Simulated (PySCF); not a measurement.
Two species compared at the same levels of theory.

First species: C₆H₁₀OSi.
Atom-mapped SMILES: `[CH:1](=[C:2]1[CH2:3][CH2:4]1)[SiH:5]1[CH2:6][O:7][CH2:8]1` (hydrogens: H9 on C1; H10, H11 on C3; H12, H13 on C4; H14 on Si5; H15, H16 on C6; H17, H18 on C8)

Geometry (GFN2-xTB, Å), atoms numbered from 1 in this order:
```xyz
18
C6H10OSi angstrom
C      0.491   -0.644    0.004
C      1.709   -0.152    0.068
C      3.154   -0.339   -0.064
C      2.563    1.005    0.328
Si    -1.050    0.363    0.360
C     -2.439   -0.502    1.372
O     -3.353   -0.473    0.267
C     -2.561    0.077   -0.795
H      0.371   -1.688   -0.270
H      3.676   -0.910    0.690
H      3.576   -0.446   -1.053
H      2.586    1.807   -0.395
H      2.687    1.342    1.347
H     -0.792    1.760    0.720
H     -2.261   -1.536    1.686
H     -2.863    0.040    2.220
H     -3.055    0.959   -1.211
H     -2.448   -0.657   -1.599
```

Second species: C6H10OSi.
Atom-mapped SMILES: `[CH3:1][CH2:2][CH2:3][Si@@H:4]1[CH:5]=[CH:6][C:7]1=[O:8]` (hydrogens: H9, H10, H11 on C1; H12, H13 on C2; H14, H15 on C3; H16 on Si4; H17 on C5; H18 on C6)

Geometry (GFN2-xTB, Å), atoms numbered from 1 in this order:
```
atom  x, y, z in Å
C1    -2.1387   -0.2424   -0.7730
C2    -1.8906   -0.3974    0.7207
C3    -0.5918    0.2787    1.1624
Si4    0.9642   -0.4968    0.3943
C5     2.5828    0.5025    0.5252
C6     2.7467    0.7109   -0.7919
C7     1.5729    0.0385   -1.3849
O8     1.2348   -0.0804   -2.5358
H9    -1.3415   -0.7064   -1.3486
H10   -2.1826    0.8102   -1.0437
H11   -3.0810   -0.7074   -1.0542
H12   -2.7271    0.0433    1.2701
H13   -1.8535   -1.4587    0.9766
H14   -0.6434    1.3413    0.9145
H15   -0.5143    0.2162    2.2501
H16    1.0770   -1.9216    0.7209
H17    3.2468    0.8427    1.3037
H18    3.5306    1.2330   -1.3180
```

Levels: CAM-B3LYP/def2-SVPD for dipole moment, HOMO energy, LUMO energy, HOMO–LUMO gap, static isotropic polarisability and electronic spatial extent ⟨r²⟩ about the centre of nuclear charge; TDDFT CAM-B3LYP/def2-SVPD for lowest singlet excitation; TDA CAM-B3LYP/def2-SVPD for lowest triplet excitation (Tamm–Dancoff); GFN2-xTB for rotational constant A and rotational constant C. Geometries: GFN2-xTB. All species are isolated and taken at one optimised geometry, non-relativistic unless stated; the electronic structure was computed with PySCF and density fitting.

Dipoles, sizes and rotational constants follow the conformer. The torsions of the flexible species, by atom-mapped SMILES:
- `[CH:1](=[C:2]1[CH2:3][CH2:4]1)[SiH:5]1[CH2:6][O:7][CH2:8]1`: C2–C1–Si5–C6 -139°
- `[CH3:1][CH2:2][CH2:3][Si@@H:4]1[CH:5]=[CH:6][C:7]1=[O:8]`: C1–C2–C3–Si4 -64°, C2–C3–Si4–C5 166°

```csv
property,column X,column Y
dipole moment,3.63 D,3.48 D
HOMO energy,-7.96 eV,-8.45 eV
LUMO energy,-0.52 eV,0.27 eV
HOMO–LUMO gap,7.44 eV,8.72 eV
lowest singlet excitation,3.20 eV,5.73 eV
lowest triplet excitation (Tamm–Dancoff),2.71 eV,4.23 eV
static isotropic polarisability,96.7 au,100.7 au
electronic spatial extent ⟨r²⟩ about the centre of nuclear charge,1314 bohr²,1635 bohr²
rotational constant A,2.733 GHz,5.759 GHz
rotational constant C,0.916 GHz,0.723 GHz
```

Q: Which column belongs to which species?

A: Column X is the second species and column Y the first. The first has 18 atoms and 68 electrons, the second 18 and 68.

Q: How does each property change from the first species to the second?

A: dipole moment +0.15 D; HOMO energy +0.49 eV; LUMO energy -0.79 eV; HOMO–LUMO gap -1.28 eV; lowest singlet excitation -2.53 eV; lowest triplet excitation (Tamm–Dancoff) -1.52 eV; static isotropic polarisability -4.0 au; electronic spatial extent ⟨r²⟩ about the centre of nuclear charge -321 bohr²; rotational constant A -3.026 GHz; rotational constant C +0.193 GHz.

On the first: No computed singlet falls in the visible range (750 to 380 nm, 1.65 to 3.26 eV); S1 lies 2.47 eV above its blue end. S1 lies 2.99 eV below the HOMO–LUMO gap; its leading configuration is HOMO−2→LUMO, weight 0.70.

On the second: S1 lies 4.24 eV below the HOMO–LUMO gap; its leading configuration is HOMO→LUMO, weight 0.93. 1 of the 8 computed singlets lies in the visible range (750 to 380 nm, 1.65 to 3.26 eV), with an oscillator strength of 0.001.
